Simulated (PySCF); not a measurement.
C₅H₁₄O₂Si, charge +1, quartet, at a GFN2-xTB geometry of the parent state (a state made from the parent by changing its charge; the spin is typed, not shown lowest); DF-R2SCAN/3-21G (PySCF).

Here is a job for PySCF.
```python
from pyscf import gto, scf, dft

mol = gto.Mole()
mol.atom = '''
    Si   -0.07034007   -0.46692107    0.40875854
    C    -0.61302602   -1.95038314   -0.74377707
    O    -1.00321190    0.79676918    0.12855976
    C    -2.28898493    1.30687439    0.36180109
    C    -3.12653104    0.46283763    1.29526504
    O     1.45794344   -0.20060105    0.04953381
    C     2.35617708    0.69367005   -0.53632477
    C     3.44830266   -0.03606383   -1.28996880
    H    -0.01774519   -0.97938541    1.77322163
    H    -0.72023187   -1.57524031   -1.75604878
    H    -1.55496523   -2.34817324   -0.38814646
    H     0.15417414   -2.71270128   -0.70155497
    H    -2.15230730    2.31711684    0.76924125
    H    -2.77826170    1.41322442   -0.61508112
    H    -3.29201733   -0.52752380    0.87706454
    H    -4.08968189    0.93967479    1.45101689
    H    -2.63094844    0.35364887    2.25806251
    H     1.81687508    1.39740034   -1.18153583
    H     2.80029083    1.28413498    0.27996857
    H     3.02431077   -0.59883476   -2.11962525
    H     4.16673149    0.67926440   -1.67821299
    H     3.96505903   -0.73666629   -0.63771100
'''
mol.basis = '3-21g'
mol.charge = 1
mol.spin = 3
mol.verbose = 4
mol.build()

mf = dft.UKS(mol)
mf.xc = 'r2scan'
mf = mf.density_fit(auxbasis='def2-universal-jkfit')
mf.kernel()
```

What the program printed (banner, timings and long lists left out):

```
PySCF version 2.14.0

[INPUT] verbose = 4
[INPUT] num. atoms = 22
[INPUT] num. electrons = 73
[INPUT] charge = 1
[INPUT] spin (= nelec alpha-beta = 2S) = 3
[INPUT] symmetry False subgroup None
[INPUT] Mole.unit = angstrom
[INPUT] Symbol           X                Y                Z      unit          X                Y                Z       unit  Magmom
[...]
nuclear repulsion = 490.028492730578
number of shells = 70
number of NR pGTOs = 174
number of NR cGTOs = 104
basis = 3-21g
ecp = {}

******** <class 'pyscf.df.df_jk.DFUKS'> ********
method = DFUKS
initial guess = minao
damping factor = 0
level_shift factor = 0
DIIS = <class 'pyscf.scf.diis.CDIIS'>
diis_start_cycle = 1
diis_space = 8
diis_damp = 0
SCF conv_tol = 1e-09
SCF conv_tol_grad = None
SCF max_cycles = 50
direct_scf = False
number electrons alpha = 38  beta = 35
XC library pyscf.dft.libxc version 7.1.2
    S. Lehtola, C. Steigemann, M. J. T. Oliveira, and M. A. L. Marques,  SoftwareX 7, 1–5 (2018)
XC functionals = r2scan
    J. W. Furness, A. D. Kaplan, J. Ning, J. P. Perdew, and J. Sun,  J. Phys. Chem. Lett. 11, 8208–8215 (2020)
    J. W. Furness, A. D. Kaplan, J. Ning, J. P. Perdew, and J. Sun,  J. Phys. Chem. Lett. 11, 9248–9248 (2020)
    J. W. Furness, A. D. Kaplan, J. Ning, J. P. Perdew, and J. Sun,  J. Phys. Chem. Lett. 11, 8208–8215 (2020)
    J. W. Furness, A. D. Kaplan, J. Ning, J. P. Perdew, and J. Sun,  J. Phys. Chem. Lett. 11, 9248–9248 (2020)
radial grids:
    Treutler-Ahlrichs [JCP 102, 346 (1995); DOI:10.1063/1.469408] (M4) radial grids

becke partition: Becke, JCP 88, 2547 (1988); DOI:10.1063/1.454033
pruning grids: <function nwchem_prune>
grids dens level: 3
symmetrized grids: False
atomic radii adjust function: <function treutler_atomic_radii_adjust>
small_rho_cutoff = 0
Set gradient conv threshold to 3.16228e-05
tot grids = 255248
init E= -635.465334082454

cycle= 1 E= -634.545677817799  delta_E= 0.92  |g|= 0.534  |ddm|= 3.81

cycle= 2 E= -634.087585240883  delta_E= 0.458  |g|= 1.13  |ddm|= 2.59

cycle= 3 E= -634.623386173278  delta_E= -0.536  |g|= 0.307  |ddm|= 2.81

cycle= 4 E= -634.661784512186  delta_E= -0.0384  |g|= 0.17  |ddm|= 1.07

cycle= 5 E= -634.671540961275  delta_E= -0.00976  |g|= 0.118  |ddm|= 0.651

cycle= 6 E= -634.678520202211  delta_E= -0.00698  |g|= 0.025  |ddm|= 0.264

cycle= 7 E= -634.678734153362  delta_E= -0.000214  |g|= 0.0144  |ddm|= 0.0716

cycle= 8 E= -634.678873220221  delta_E= -0.000139  |g|= 0.00435  |ddm|= 0.0349

cycle= 9 E= -634.678885923387  delta_E= -1.27e-05  |g|= 0.00129  |ddm|= 0.0185

cycle= 10 E= -634.67888727652  delta_E= -1.35e-06  |g|= 0.000672  |ddm|= 0.00712

cycle= 11 E= -634.678887596922  delta_E= -3.2e-07  |g|= 0.000302  |ddm|= 0.00308

cycle= 12 E= -634.678887695071  delta_E= -9.81e-08  |g|= 7.94e-05  |ddm|= 0.00122

cycle= 13 E= -634.67888770368  delta_E= -8.61e-09  |g|= 6.44e-05  |ddm|= 0.000622

cycle= 14 E= -634.678887703231  delta_E= 4.49e-10  |g|= 8.18e-05  |ddm|= 0.000375

cycle= 15 E= -634.678887706667  delta_E= -3.44e-09  |g|= 4.52e-05  |ddm|= 0.000307

cycle= 16 E= -634.678887708404  delta_E= -1.74e-09  |g|= 1.44e-05  |ddm|= 0.000213

cycle= 17 E= -634.678887708564  delta_E= -1.59e-10  |g|= 7e-06  |ddm|= 7.01e-05

Extra cycle  E= -634.678887708449  delta_E= 1.14e-10  |g|= 1.47e-05  |ddm|= 4.17e-05
converged SCF energy = -634.678887708449  <S^2> = 3.7569493  2S+1 = 4.0034731
```
